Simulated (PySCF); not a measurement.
Al(OH)2(SiH3) (AlH5O2Si), SMILES [OH][Al]([OH])[SiH3].

The structure is a stationary point at PBE0-D3(BJ)/def2-SVP. Other conformers were not sampled.

Calculation: PySCF with PBE0-D3(BJ)/def2-SVP.

Frequencies are harmonic and unscaled.

A small imaginary wavenumber (i) marks a very flat motion, where grid noise or a shallow saddle decides the sign.

```csv
mode,ν (cm⁻¹),IR (km/mol),Raman (Å⁴/amu),depolarisation,moving atoms (share of kinetic energy)
1,18i,0.0,0.1,0.75,H 93 %
2,127,0.0,0.6,0.75,"O 51 %, Al 17 %, H 17 %, Si 14 %"
3,202,3.2,0.1,0.73,"Al 53 %, H 27 %, O 19 %"
4,221,29.0,2.7,0.67,"O 53 %, Si 21 %, H 20 %"
5,285,0.0,1.1,0.75,H 93 %
6,362,309.3,1.5,0.75,"H 76 %, O 18 %"
7,395,16.3,17.2,0.09,"Si 38 %, Al 32 %, H 16 %, O 14 %"
8,450,333.3,0.6,0.75,"H 88 %, O 11 %"
9,469,11.0,2.5,0.75,"H 82 %, Si 10 %"
10,479,13.3,6.1,0.75,"H 84 %, Si 11 %"
11,547,1.5,4.0,0.09,"H 61 %, O 39 %"
12,809,301.1,4.2,0.37,"O 42 %, H 31 %, Al 26 %"
13,871,42.2,2.3,0.57,"H 74 %, O 10 %, Si 9 %"
14,927,13.4,19.5,0.75,"H 46 %, O 27 %, Al 26 %"
15,935,38.4,28.9,0.75,H 98 %
16,941,132.4,12.3,0.75,"H 56 %, Al 23 %, O 20 %"
17,2206,62.6,197.4,0.11,H 98 %
18,2217,76.3,158.6,0.32,H 97 %
19,2223,89.6,122.8,0.73,H 96 %
20,3994,37.0,99.9,0.75,H 94 %
21,3997,148.8,335.5,0.21,H 94 %
```
